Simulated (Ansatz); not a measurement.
One change: `CC#CCCCC` becomes `C=CCCCCC`.

Ansatz, PBE0-D4/def2-TZVP geometries, multiplicity 1. Each molecule was computed in one conformer, which needn't be the lowest.

```
                                        property  `CC#CCCCC`
             LUMO energy (B3LYP/def2-TZVPP) / eV        0.78
  size of the dipole moment (PBE/def2-TZVPP) / D        0.16
             HOMO energy (B3LYP/def2-TZVPP) / eV       -6.84
size of the dipole moment (B3LYP/def2-TZVPP) / D        0.14
         HOMO–LUMO gap (ωB97M-V/def2-TZVPP) / eV       11.86
           HOMO energy (ωB97M-V/def2-TZVPP) / eV       -9.31
```

(1) What does the change do to each property? (Estimate.)

Results:

(1) Computed: 
```csv
property,`C=CCCCCC`,shift
LUMO energy (B3LYP/def2-TZVPP) / eV,0.11,-0.67
size of the dipole moment (PBE/def2-TZVPP) / D,0.35,0.19
HOMO energy (B3LYP/def2-TZVPP) / eV,-7.12,-0.28
size of the dipole moment (B3LYP/def2-TZVPP) / D,0.34,0.20
HOMO–LUMO gap (ωB97M-V/def2-TZVPP) / eV,11.95,0.09
HOMO energy (ωB97M-V/def2-TZVPP) / eV,-9.60,-0.29
```

With PBE0 the HOMO falls by 0.28 eV and the LUMO falls by 0.73 eV, so the gap narrows by about 0.45 eV. PBE moves the HOMO by -0.36 eV and ωB97M-V by -0.29 eV. Dipoles are sizes alone; their direction can turn.

B3LYP here is the variant with VWN-RPA as its local correlation; programs differ in this.
